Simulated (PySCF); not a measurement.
**Steps of a relaxation of [La2]−**

[La2]− (doublet). PySCF 2.14.0, UKS TPSS, La def2-SVP with ECP46; non-relativistic Hamiltonian with scalar-relativistic core potentials where named; density fitting; no spin-orbit coupling. Origin of the start: template. Columns: position (Å) and force (eV/Å). Energies are counted from the last step; some of the 5 steps are shown. Forces carry noise of the integration grid, about 0.01 to 0.03 eV/Å.

Run from Python with OMP_NUM_THREADS=2. Where DIIS fails, smearing, a level shift and second-order steps follow.
It took 18 s on 2 threads of Arm Neoverse V1, with other jobs on the host, from the converged density of the start.

```xyz
2
step 0  E = 0.181 eV
La    0.0000    0.0000    1.6500     0.00    0.00   -1.01
La    0.0000    0.0000   -1.6500     0.00    0.00    1.01
```

```xyz
2
step 1  E = 0.124 eV
La    0.0000    0.0000    1.6195     0.00    0.00   -0.87
La    0.0000    0.0000   -1.6195     0.00    0.00    0.87
```

```xyz
2
step 3  E = 0.001 eV
La    0.0000    0.0000    1.4984     0.00    0.00   -0.07
La    0.0000    0.0000   -1.4984     0.00    0.00    0.07
```

Where does the relaxation end?

It converges at step 4 in D∞h:
```xyz
2
step 4  E = 0
La    0.0000    0.0000    1.4906
La    0.0000    0.0000   -1.4906
```

The relaxed state isn't the lowest spin state tried at its geometry. No frequency check is given that shows the relaxed geometry to be a minimum. The relaxed state is spin-contaminated (spin squared 1.15 against 0.75). Open shells may have lower solutions than the one found.
